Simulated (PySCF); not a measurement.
**NMR data sheet: i-BuOEt**

| Property | Result |
| --- | --- |
| Formula | C6H14O |
| SMILES | CCOCC(C)C |
| Point group of the computed structure | C1 |
| Degrees of unsaturation | 0 |
| Carbon signals | 5 |
| Proton signals | 5 |

Molfile (atoms numbered from 1):
```
C6H14O
     RDKit          3D

 21 20  0  0  0  0  0  0  0  0999 V2000
    2.8625   -0.0801   -0.7388 C   0  0  0  0  0  0  0  0  0  0  0  0
    2.1811   -0.7551    0.4509 C   0  0  0  0  0  0  0  0  0  0  0  0
    0.7905   -0.9118    0.3073 O   0  0  0  0  0  0  0  0  0  0  0  0
    0.0468    0.2844    0.3867 C   0  0  0  0  0  0  0  0  0  0  0  0
   -1.4422   -0.0630    0.4474 C   0  0  0  0  0  0  0  0  0  0  0  0
   -1.8765   -0.7351   -0.8518 C   0  0  0  0  0  0  0  0  0  0  0  0
   -2.2678    1.1918    0.7163 C   0  0  0  0  0  0  0  0  0  0  0  0
    3.9407   -0.1546   -0.6277 H   0  0  0  0  0  0  0  0  0  0  0  0
    2.5668   -0.5723   -1.6619 H   0  0  0  0  0  0  0  0  0  0  0  0
    2.5934    0.9714   -0.8005 H   0  0  0  0  0  0  0  0  0  0  0  0
    2.4037   -0.1927    1.3719 H   0  0  0  0  0  0  0  0  0  0  0  0
    2.5624   -1.7735    0.5641 H   0  0  0  0  0  0  0  0  0  0  0  0
    0.3409    0.8435    1.2897 H   0  0  0  0  0  0  0  0  0  0  0  0
    0.2382    0.9233   -0.4878 H   0  0  0  0  0  0  0  0  0  0  0  0
   -1.5798   -0.7706    1.2710 H   0  0  0  0  0  0  0  0  0  0  0  0
   -1.7796   -0.0429   -1.6860 H   0  0  0  0  0  0  0  0  0  0  0  0
   -2.9132   -1.0574   -0.7888 H   0  0  0  0  0  0  0  0  0  0  0  0
   -1.2493   -1.6012   -1.0426 H   0  0  0  0  0  0  0  0  0  0  0  0
   -2.1332    1.9144   -0.0865 H   0  0  0  0  0  0  0  0  0  0  0  0
   -3.3237    0.9405    0.7778 H   0  0  0  0  0  0  0  0  0  0  0  0
   -1.9706    1.6582    1.6530 H   0  0  0  0  0  0  0  0  0  0  0  0
  1  2  1  0
  2  3  1  0
  3  4  1  0
  4  5  1  0
  5  6  1  0
  5  7  1  0
  1  8  1  0
  1  9  1  0
  1 10  1  0
  2 11  1  0
  2 12  1  0
  4 13  1  0
  4 14  1  0
  5 15  1  0
  6 16  1  0
  6 17  1  0
  6 18  1  0
  7 19  1  0
  7 20  1  0
  7 21  1  0
M  END
```

PySCF 2.14 calculation with PBE0/pcSseg-1 with gauge-including orbitals and geometry: GFN2-xTB; rapidly exchanging positions averaged, single conformer, in vacuum, relativity neglected.

Shifts are taken against calculated references (same method and geometry level): ¹H and ¹³C against TMS; ¹⁷O vs H2O.

| carbon | δC, type | δH (multiplicity) | HMBC from (2–3 bonds) | span of the C tensor (ppm) |
| --- | --- | --- | --- | --- |
| C1 | 15.9, CH3 | 1.19 (t) | H11/H12 | 34 |
| C2 | 70.1, CH2 | 3.87 (q) | H13/H14, H8/H9/H10 | 83 |
| C4 | 79.8, CH2 | 3.16 (d) | H11/H12, H15, H16/H17/H18/H19/H20/H21 | 73 |
| C5 | 33.9, CH | 1.76 (m) | H13/H14, H16/H17/H18/H19/H20/H21 | 18 |
| C6/C7 | 21.6, CH3 | 0.95 (d) | H13/H14, H15, H16/H17/H18/H19/H20/H21 | 39 |

Other nuclei:
```tsv
atoms	nucleus	environment	δ (ppm)	σ (ppm)
O3	¹⁷O	ether oxygen	54.8	281.2
```

1. Carbon types of the structure: 1 × CH, 2 × CH2, 3 × CH3, which accounts for all hydrogens.
2. δC 79.8, 70.1: sp3 CH2 bonded to O; pulled downfield by the heteroatom.
3. δC 33.9: sp3 CH; aliphatic region, no heteroatom directly attached.
4. δC 21.6, 15.9: methyl carbon; a saturated carbon with 1 carbon neighbour and no heteroatom attached.
5. δH 3.87, 3.16: hydrogen on an sp3 CH2 bonded to O; its carbon carries O, an electronegative neighbour.
6. δH 1.76: hydrogen on an sp3 CH.

Shifts are as computed. Against solution values, carbons near 30 ppm lie about +3 ppm off and those near 130 ppm about +5 ppm. Of 1211 compounds with measured shifts, 218 miss one by over three times the rms of a fit or turn the order of signals round; such compounds aren't used in these exercises. Experimental scales use liquid or dissolved standards, which lie at an offset from isolated H2O (liquid H2O: subtract about 36 ppm). Multiplicities follow the n + 1 count of equivalent neighbours, as no J values were calculated; m marks all less simple cases, F and P coupling included.
